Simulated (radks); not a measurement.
Question: The table gives one normalised radial function P(r) = r R(r) (large component) of I18+ in [Ar] 3d10 4s2 4p5 (r in bohr). Method: Dirac Kohn-Sham, PBE, spin-unpolarised, spherical densities, finite nucleus; open shells fill j = l - 1/2 first; Fermi nuclear charge, rms radius 4.75 fm; computed with a radial shooting solver on a logarithmic mesh with Libxc functionals.

r           P
0.001373   0.0056
0.001759   0.0077
0.002254   0.0107
0.002888   0.0152
0.003701   0.0217
0.004705   0.0308
0.006029   0.0446
0.007726   0.0646
0.009901   0.0933
0.01269    0.1337
0.01613    0.1867
0.02067    0.2578
0.02649    0.3444
0.03394    0.4388
0.04349    0.5222
0.05574    0.5611
0.07085    0.5122
0.0908     0.3276
0.1164    -0.0061
0.1491    -0.4254
0.1911    -0.7651
0.2448    -0.8006
0.3113    -0.4060
0.3989     0.3534
0.5111     1.1055
0.655      1.4223
0.8394     1.1627
1.076      0.6240
1.367      0.2196
1.752      0.0427
2.245      0.0041

Which n and l does it have? It may be an empty orbital.

Answer: n = 4, l = 1: the number of nodes gives n - l - 1 = 2, the rise at small r points to l (for j = l - 1/2 the large component starts outside the nucleus as r^gamma with gamma = sqrt(l^2 - (Z/c)^2) = 0.92 and the r^(l+1) term takes over further out; the orbital of l - 1 with the same j starts with the same power, but with a larger coefficient, and does not steepen), and the extent must fit the shell. The curve is that of 4p1/2; the two j differ most near the nucleus, where j = l - 1/2 has the larger amplitude, and in heavy atoms j = l - 1/2 is also the more compact. 4p1/2: eigenvalue -536.53 eV, 2 radial nodes at r = 0.116, 0.358 bohr, <r> = 0.690 bohr, 90 % of the charge inside 0.988 bohr.
